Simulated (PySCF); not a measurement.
## How methods differ on the excitation energy of Sn

Sn [Kr] 4d10 5s2 5p2 (3P) → Sn [Kr] 4d10 5s2 5p1 5d1 (high-spin determinant), as a difference of total energies. Computed with PySCF 2.14 in aug-cc-pwCVDZ-PP with ECP28MDF (6s5p4d1f, 48 functions), with a scalar-relativistic core potential. Correlated levels: valence: 4s2 4p6 4d10 frozen. The calculations carry no spin-orbit coupling.

```json
{"method": "UHF", "excitation energy (eV)": "6.402"}
{"method": "MP2 (valence)", "excitation energy (eV)": "6.436"}
{"method": "SCS-MP2 (valence)", "excitation energy (eV)": "6.396"}
{"method": "CCSD (valence)", "excitation energy (eV)": "5.844"}
{"method": "CCSD(T) (valence)", "excitation energy (eV)": "5.504"}
{"method": "CCSDT (valence)", "excitation energy (eV)": "5.499"}
```

Q: How much does correlation contribute at CCSD(T) (valence)?

A: 5.504 − (6.402) = -0.898 eV, measured against UHF.

The promoted electron is Rydberg-like, and one or two diffuse shells describe it only roughly, which tends to raise the upper state.

The coupled-cluster amplitudes are large for the upper state (T1 above 0.03 or a double amplitude above 0.15), so a single reference is strained.

The determinant of the upper state mixes LS terms, which raises its energy above the lowest term, most at the Hartree-Fock and MP2 levels.
